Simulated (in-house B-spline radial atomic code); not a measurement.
# The zinc ion Zn⁺: [Ne] 3s2 3p5 3d10 4s1 5s1 (an excited or competing configuration)

Computed with a B-spline radial code for spherical atoms: non-relativistic PBE0, spin-polarised, spherical fractional occupations, exact exchange averaged over the configuration, point nucleus.

Effective charges: Z_r = [3n² - l(l+1)]/(2<r>) from the radius, Z_e = n√(-2ε) from the energy, and Slater's rules. Values are occupation-weighted means over spin.

| shell | electrons | ε (eV) | <r> (bohr) | Z_r | Z_e | Slater |
| --- | --- | --- | --- | --- | --- | --- |
| 1s | 2 | -9486.5 | 0.0511 | 29.36 | 26.41 | 29.70 |
| 2s | 2 | -1176.9 | 0.2294 | 26.15 | 18.60 | 25.85 |
| 2p | 6 | -1039.5 | 0.1996 | 25.05 | 17.48 | 25.85 |
| 3s | 2 | -156.09 | 0.6869 | 19.65 | 10.16 | 19.10 |
| 3p | 5 | -112.47 | 0.7101 | 17.60 | 8.63 | 19.10 |
| 3d | 10 | -36.532 | 0.8209 | 12.79 | 4.92 | 9.85 |
| 4s | 1 | -21.345 | 2.172 | 11.05 | 5.01 | 5.55 |
| 5s | 1 | -6.613 | 5.514 | 6.80 | 3.49 | 2.15 |

The least bound orbital is 5s up at -6.613 eV, and it is also the most diffuse (<r> = 5.514 bohr). The part-filled 3p shell lies below the filled 3d shell in orbital energy.
